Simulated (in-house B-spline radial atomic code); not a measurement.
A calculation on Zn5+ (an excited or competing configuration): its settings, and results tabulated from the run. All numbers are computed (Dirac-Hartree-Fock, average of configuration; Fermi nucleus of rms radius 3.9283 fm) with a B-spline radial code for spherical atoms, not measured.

Command:
```bash
python run_scf.py task.json out
```
Settings (nuclear radius in fm, mass in u):
```
Z                30
configuration    [Ar] 3d6 4s1
hamiltonian      dirac
method           hf
spin_polarised   False
nucleus          fermi
rms_radius       3.9283
atomic_mass      63.92914
speed_of_light   137.035999084
```

Output (hartree, bohr):
```
 radial grid: 68 intervals, B-splines of order 8, outer radius 18.2456 bohr

 iter        energy (Eh)    residual
    1      -1764.9737431    9.97e-01
    2      -1780.9065995    6.23e-01
    3      -1785.2880313    1.80e-01
    4      -1785.7322796    4.89e-02
    5      -1785.7626046    2.33e-02
    6      -1785.7710779    8.39e-04
    7      -1785.7710893    3.62e-05
    8      -1785.7710893    5.07e-06
    9      -1785.7710893    1.02e-07

 total energy                    -1785.771089
 kinetic                           1820.26116
 electron-nucleus                 -4214.68067
 electron-electron                  608.64842

 first-order corrections (not in the total)
   Gaunt                            0.83948
   retardation                     -0.07695
   frequency dependence            -0.00271
   self-energy                      0.56131
   Uehling                         -0.05159
   Wichmann-Kroll                   0.00041
   recoil                           0.01156

 orbital      occ     eigenvalue          <r>       <r^2>       <1/r>     <1/r^3>       r_max    small
 1s1/2      2.000     -361.79167    0.0502857   0.0034025       30.23           -     0.03292  1.17e-02
 2s1/2      2.000      -49.50488     0.224871   0.0597019     6.65445           -      0.1888  2.26e-03
 2p1/2      2.000      -43.88276     0.195649   0.0469912     6.57805           -      0.1504  2.23e-03
 2p3/2      4.000      -42.99554      0.19898   0.0484762      6.4239     767.656      0.1531  2.19e-03
 3s1/2      2.000       -9.59363     0.656867    0.494792     2.16255           -      0.5794  5.30e-04
 3p1/2      2.000       -7.67214     0.671477    0.525682      2.0435           -      0.5771  4.85e-04
 3p3/2      4.000       -7.54152     0.679658    0.538332     2.00993     107.095      0.5842  4.76e-04
 3d3/2      2.400       -4.57566      0.70314    0.601459      1.7801     12.9449      0.5324  3.87e-04
 3d5/2      3.600       -4.55749     0.706044    0.606267     1.77178     12.6678      0.5346  3.85e-04
 4s1/2      1.000       -2.69574      1.72289     3.32231    0.766619           -       1.572  1.08e-04
```

Time taken, with all properties: 0.85 s on 1 thread of Arm Neoverse V2, with other jobs on the host.

For the Dirac Hamiltonian the kinetic term is c α·p + (β - 1)c².
